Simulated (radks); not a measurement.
The ytterbium ion Yb3+, configuration [Xe] 4f13 (the NIST ground configuration).

All-electron calculation, Dirac Kohn-Sham, PBE, spin-unpolarised, spherical densities, finite nucleus; open shells fill j = l - 1/2 first; Fermi nuclear charge, rms radius 5.3108 fm. Program: a radial shooting solver on a logarithmic mesh with Libxc functionals.

Energy parts (eV):
| part | energy |
|---|---|
| total | -382936.09 |
| kinetic | 425306.93 |
| electron-nucleus | -948642.21 |
| Hartree | 148387.95 |
| exchange-correlation | -7988.75 |

Orbitals (lengths in bohr, moments of r in powers of bohr; r(90%) holds 90 % of the orbital's charge):
| orbital | occ. | eigenvalue (eV) | r(90%) | small-component weight |
|---|---|---|---|---|
| 1s1/2 | 2 | -61183.33 | 0.0357 | 6.90e-02 |
| 2s1/2 | 2 | -10388.17 | 0.129 | 1.55e-02 |
| 2p1/2 | 2 | -9911.143 | 0.114 | 1.55e-02 |
| 2p3/2 | 4 | -8864.186 | 0.124 | 1.42e-02 |
| 3s1/2 | 2 | -2368.021 | 0.318 | 5.03e-03 |
| 3p1/2 | 2 | -2157.235 | 0.310 | 4.97e-03 |
| 3p3/2 | 4 | -1935.035 | 0.329 | 4.58e-03 |
| 3d3/2 | 4 | -1575.861 | 0.301 | 4.47e-03 |
| 3d5/2 | 6 | -1527.320 | 0.307 | 4.36e-03 |
| 4s1/2 | 2 | -493.1748 | 0.701 | 1.63e-03 |
| 4p1/2 | 2 | -407.8054 | 0.721 | 1.54e-03 |
| 4p3/2 | 4 | -357.4063 | 0.768 | 1.40e-03 |
| 4d3/2 | 4 | -216.8811 | 0.830 | 1.21e-03 |
| 4d5/2 | 6 | -207.6841 | 0.847 | 1.17e-03 |
| 4f5/2 | 6 | -36.6838 | 1.24 | 7.43e-04 |
| 4f7/2 | 7 | -35.2873 | 1.27 | 7.25e-04 |
| 5s1/2 | 2 | -85.5833 | 1.71 | 3.37e-04 |
| 5p1/2 | 2 | -61.8117 | 1.93 | 2.70e-04 |
| 5p3/2 | 4 | -55.1591 | 2.08 | 2.35e-04 |
| 5d3/2 | 0 | -25.3777 | 3.09 | 1.12e-04 |
| 5d5/2 | 0 | -24.8112 | 3.15 | 1.07e-04 |
| 6s1/2 | 0 | -24.2254 | 4.10 | 6.59e-05 |

The highest occupied level is 4f7/2 at -35.287 eV. The electron density at the nucleus is 1.027e+06 e/bohr^3. For comparison, the ionisation energy in NIST's Atomic Spectra Database is 43.61 eV (semi-empirical). In exact Kohn-Sham theory the highest level is minus the ionisation energy, but local and semilocal functionals leave it too shallow, through self-interaction and a potential that decays too fast; potentials with the right tail come closer. The density falls to 0.001 e/bohr^3 at r = 3.09 bohr.

Run on one thread of a shared host, so times are rough (Intel(R) Xeon(R) Platinum 8259CL CPU @ 2.50GHz): 0.33 s of CPU time, 0.33 s wall, 15 iterations on 2259 mesh points.

Beside tabulated values, note that spin-unpolarised runs miss the spin-polarisation part of the exchange energy of open shells.
